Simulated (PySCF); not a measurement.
SeHI, SMILES [SeH]I.

Geometry optimised at B3LYP-D3(BJ)/def2-TZVP. The def2 effective core potentials stand for the cores of I; spin–orbit coupling is left out.

Computed with r2SCAN/def2-TZVPD run with PySCF.

Symmetry labels are those of the subgroup Cs that the program uses (full group Cs).

Computed valence orbital energies around the gap with their symmetry:
| orbital | symmetry | energy (eV) |
|---|---|---|
| HOMO−7 | A' | -50.58 |
| HOMO−6 | A' | -19.59 |
| HOMO−5 | A' | -17.19 |
| HOMO−4 | A' | -10.71 |
| HOMO−3 | A' | -9.29 |
| HOMO−2 | A" | -7.82 |
| HOMO−1 | A' | -7.04 |
| HOMO | A" | -5.95 |
| LUMO | A' | -3.69 |
| LUMO+1 | A' | -0.81 |
| LUMO+2 | A' | 0.81 |
| LUMO+3 | A' | 1.08 |
